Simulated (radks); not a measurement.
The numbers below are computed, except where a source is named.
Ionisation of Er2+, [Xe] 4f12, to Er3+, [Xe] 4f11, under several functionals. Scalar-relativistic Kohn-Sham, spin-polarised, spherical densities, finite nucleus; open shells are filled with parallel spins first (spin-orbit coupling, left out, can overturn this in heavy ions); a radial shooting solver on a logarithmic mesh with Libxc functionals.

functional                                      E(Er2+) (hartree)  Exc (hartree)  IE (eV)  -e(HOMO) (eV)  <r> HOMO (bohr)  IE error (eV)
exchange-only B88                                     -13081.6866      -274.5922   23.773         15.354           0.8343         +1.073
TASK exchange with Perdew-Wang LDA correlation        -13083.7661      -275.5383   23.881         15.235           0.8205         +1.181
Wu-Cohen GGA                                          -13083.3662      -276.3242   25.212         16.673           0.8289         +2.512
exchange-only r2SCAN                                  -13081.7774      -273.8283   22.937         14.548           0.8344         +0.237
exchange-only LDA                                     -13069.3014      -262.1676   23.709         15.286           0.8339         +1.009
SOGGA                                                 -13079.6913      -272.6384   25.085         16.554           0.8293         +2.385
r2SCAN                                                -13085.7463      -277.8548   24.539         16.038           0.8292         +1.839
AM05                                                  -13076.4554      -269.4159   25.240         16.688           0.8282         +2.540
XLYP                                                  -13086.0772      -279.0160   25.049         16.565           0.8321         +2.349
BLYP                                                  -13085.2485      -278.1865   25.015         16.524           0.8316         +2.315

NIST Atomic Spectra Database: 22.70 eV (semi-empirical). Closest: exchange-only r2SCAN. The Delta-SCF values span 2.30 eV, the total energies 16.78 hartree. The highest occupied level is 4f. Open shells are spherical and high-spin; term and fine-structure splittings are not resolved. Spin-orbit splitting is averaged out at the scalar-relativistic level.
